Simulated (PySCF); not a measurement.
Isomers of C5H11O2PSi2, one GFN2-xTB conformer each. Single-point energies are computed at PBE0/pcSseg-1 (PySCF, gas phase, no added dispersion term), electronic only.

```tsv
SMILES	GFN2-xTB relative energy (kcal/mol)
O=C([SiH2][SiH2]P)C(=O)C1CC1	26.9
C=C(C)C(=O)C(=O)[SiH2][SiH2]P	30.1
C#C[C@@H](C)[Si@@H](OC=O)[SiH2]P	0.0
COC(=O)C#C[SiH2]P[SiH2]C	20.9
```

Conformers: `[O:1]=[C:2]([SiH2:3][SiH2:4][PH2:5])[C:6](=[O:7])[CH:8]1[CH2:9][CH2:10]1` with O1–C2–Si3–Si4 -100°, C2–Si3–Si4–P5 167°, Si3–Si4–P5–H 73° and 166°, O1–C2–C6–O7 153°, C2–C6–C8–C9 153°; `[CH2:1]=[C:2]([CH3:3])[C:4](=[O:5])[C:6](=[O:7])[SiH2:8][SiH2:9][PH2:10]` with C1–C2–C4–O5 -14°, C2–C4–C6–O7 -63°, C4–C6–Si8–Si9 55°, C6–Si8–Si9–P10 156°, Si8–Si9–P10–H -167° and -74°; `[CH:1]#[C:2][C@@H:3]([CH3:4])[Si@@H:5]([O:6][CH:7]=[O:8])[SiH2:9][PH2:10]` with C2–C3–Si5–O6 169°, C3–Si5–O6–C7 132°, Si5–O6–C7–O8 3°, C3–Si5–Si9–P10 -62°, Si5–Si9–P10–H -119° and 148°; `[CH3:1][O:2][C:3](=[O:4])[C:5]#[C:6][SiH2:7][PH:8][SiH2:9][CH3:10]` with C1–O2–C3–O4 -1°, C6–Si7–P8–Si9 -144°, Si7–P8–Si9–C10 166°.

Task: What does PBE0/pcSseg-1 give for the same structures?

Result: 
| SMILES | PBE0/pcSseg-1 E (Eh) | PBE0/pcSseg-1 (kcal/mol) | GFN2-xTB (kcal/mol) | point group |
| --- | --- | --- | --- | --- |
| C#C[C@@H](C)[Si@@H](OC=O)[SiH2]P | -1267.07291 | 0.0 | 0.0 | C1 |
| COC(=O)C#C[SiH2]P[SiH2]C | -1267.06122 | 7.3 | 20.9 | C1 |
| O=C([SiH2][SiH2]P)C(=O)C1CC1 | -1267.04673 | 16.4 | 26.9 | C1 |
| C=C(C)C(=O)C(=O)[SiH2][SiH2]P | -1267.03354 | 24.7 | 30.1 | C1 |

Both levels put the same isomer lowest; measured from each level's own lowest isomer, the values differ by up to 13.6 kcal/mol (COC(=O)C#C[SiH2]P[SiH2]C: 20.9 against 7.3). As drawn, the lowest has a C≡C bond, a C(=O)–O unit and an Si–O bond, which the highest lacks; the highest has a C=C bond outside aromatic rings, which the lowest lacks.

Task: Which frontier levels, dipoles and rotational constants go with these structures?

Result: 
```
                          SMILES  HOMO (eV, PBE0/pcSseg-1)  LUMO (eV)  dipole (D)       A, B, C (MHz)
C#C[C@@H](C)[Si@@H](OC=O)[SiH2]P                     -7.27      -0.44        1.14  1126, 615.5, 515.5
        COC(=O)C#C[SiH2]P[SiH2]C                     -7.40      -1.66        1.18  2156, 233.8, 225.6
    O=C([SiH2][SiH2]P)C(=O)C1CC1                     -6.90      -2.79        3.12  1964, 346.5, 320.2
   C=C(C)C(=O)C(=O)[SiH2][SiH2]P                     -6.72      -3.02        3.60  1795, 414.4, 365.2
```

Task: As an exercise, what shares would exp(−E/RT) give at 1000 K from these electronic energies alone (no entropy, no degeneracies)?

Result: RT = 1.987 kcal/mol: C#C[C@@H](C)[Si@@H](OC=O)[SiH2]P 97.5 %, COC(=O)C#C[SiH2]P[SiH2]C 2.4 %, O=C([SiH2][SiH2]P)C(=O)C1CC1 under 0.1 %, C=C(C)C(=O)C(=O)[SiH2][SiH2]P under 0.1 %.
